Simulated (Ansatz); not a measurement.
An input meant for `CB1C=CC=C1C1=CC=CB1C` (charge 0, singlet; atoms displaced at random, 0.15 Å in each coordinate).

```yaml
crystal:
  periodic: [false, false, false]
  atoms:
    - {symbol: C, position_ang: [-2.897422, 1.332373, 0.596221]}
    - {symbol: B, position_ang: [-2.194732, -0.158427, 0.110935]}
    - {symbol: C, position_ang: [-2.895162, -1.447629, 0.048209]}
    - {symbol: C, position_ang: [-2.124886, -2.339538, 0.088428]}
    - {symbol: C, position_ang: [-0.432617, -1.824722, -0.484003]}
    - {symbol: C, position_ang: [-0.624430, -0.562540, -0.464650]}
    - {symbol: C, position_ang: [0.752610, 0.422387, -0.431032]}
    - {symbol: C, position_ang: [0.238360, 1.546602, -0.380566]}
    - {symbol: C, position_ang: [1.511618, 2.336475, -0.716766]}
    - {symbol: C, position_ang: [2.822805, 1.544174, -0.263882]}
    - {symbol: B, position_ang: [2.309208, 0.074208, -0.329498]}
    - {symbol: C, position_ang: [2.919557, -1.164464, 0.714687]}
    - {symbol: H, position_ang: [-3.882900, 1.317991, -0.100288]}
    - {symbol: H, position_ang: [-2.609184, 2.469463, 0.497312]}
    - {symbol: H, position_ang: [-2.807031, 0.924264, 1.333900]}
    - {symbol: H, position_ang: [-3.971978, -1.684879, 0.381409]}
    - {symbol: H, position_ang: [-1.872944, -3.506669, -0.482250]}
    - {symbol: H, position_ang: [0.427841, -2.433036, -0.230322]}
    - {symbol: H, position_ang: [-0.193997, 2.592033, -0.783836]}
    - {symbol: H, position_ang: [1.918107, 3.532148, -0.716482]}
    - {symbol: H, position_ang: [3.945852, 1.665208, -0.619431]}
    - {symbol: H, position_ang: [2.253048, -1.693962, 0.656416]}
    - {symbol: H, position_ang: [3.192953, -1.087137, 1.451084]}
    - {symbol: H, position_ang: [3.960446, -1.391642, -0.177576]}
basis:
  gaussian: {orbitals: "6-31G*"}
hamiltonian: {xc: {name: r2SCANh}, dispersion: d3bjatm}
scf: {omitted_lower_state_checks: [starts]}
relax: {f_tol: 0.001, max_steps: 3}
```

```sh
$ ansatz run in.yaml --threads 4 --pin off --events-out ev --progress --plain --max-ram 6963MiB
```

Q: Predict how Ansatz answers.

A: The SCF steps converged, but the relaxation ran out of steps. The relaxation is allowed too few steps for its threshold.
```
Functional definition: r2SCANh
2389 factors; integrals over basis functions are off by at most 6.7e-4 eV
mean field evaluation 1: about -11865.4885 eV, gradient 9.1e1 eV
mean field evaluation 2: about -11846.6124 eV, gradient 1.2e2 eV
mean field evaluation 4: about -11885.5036 eV, gradient 1.6e1 eV
mean field evaluation 8: about -11886.2239 eV, gradient 2.8e-1 eV
mean field evaluation 16: about -11886.2499 eV, gradient 1.0e-3 eV
mean field -11886.24991004 eV, -436.8116274045 hartree, gradient 6.6e-5 eV, S^2 0.000000; 0 other end points of the search recorded, 0 dependent functions left out
reference -11886.24992010 eV, -436.8116277743 hartree; 41, 41 occupied and 163, 163 virtual orbitals, 2389 factors
relax step   1: F+E_penalty+E_count = -11886.48361311 eV  Δ(F+E_penalty+E_count) = +0.000e0 eV  max|allowed force component| = 2.948e1 eV/Å  Δτ_max = 0.0000 Å  (32 SCF iters, accepted)
2389 factors; integrals over basis functions are off by at most 5.7e-4 eV
mean field -11903.05029512 eV, -437.4290301685 hartree, gradient 1.6e-5 eV, S^2 0.000000; 0 other end points of the search recorded, 0 dependent functions left out
reference -11903.05030520 eV, -437.4290305388 hartree; 41, 41 occupied and 163, 163 virtual orbitals, 2389 factors
relax step   2: F+E_penalty+E_count = -11903.28217421 eV  Δ(F+E_penalty+E_count) = -1.680e1 eV  max|allowed force component| = 5.723e0 eV/Å  Δτ_max = 0.1939 Å  (39 SCF iters, accepted)
2389 factors; integrals over basis functions are off by at most 4.5e-4 eV
mean field evaluation 32: about -11907.3463 eV, gradient 2.8e-2 eV
mean field -11907.36653867 eV, -437.5876491930 hartree, gradient 1.7e-5 eV, S^2 0.000000; 0 other end points of the search recorded, 0 dependent functions left out
reference -11907.36654863 eV, -437.5876495592 hartree; 41, 41 occupied and 163, 163 virtual orbitals, 2389 factors
relax step   3: F+E_penalty+E_count = -11907.59917797 eV  Δ(F+E_penalty+E_count) = -4.317e0 eV  max|allowed force component| = 2.052e0 eV/Å  Δτ_max = 0.1901 Å  (38 SCF iters, accepted)
Error: geometry relaxation did not converge after 3 steps: max|allowed force component| = 2.05e0 eV/Å (threshold 1.0e-3). Raise `relax.max_steps` over both its present limit and 3, loosen `relax.f_tol`, or start from a geometry closer to equilibrium. Where this run's directory can be resumed (`checkpoint.write`), a resume goes on for up to `relax.max_steps` more
```
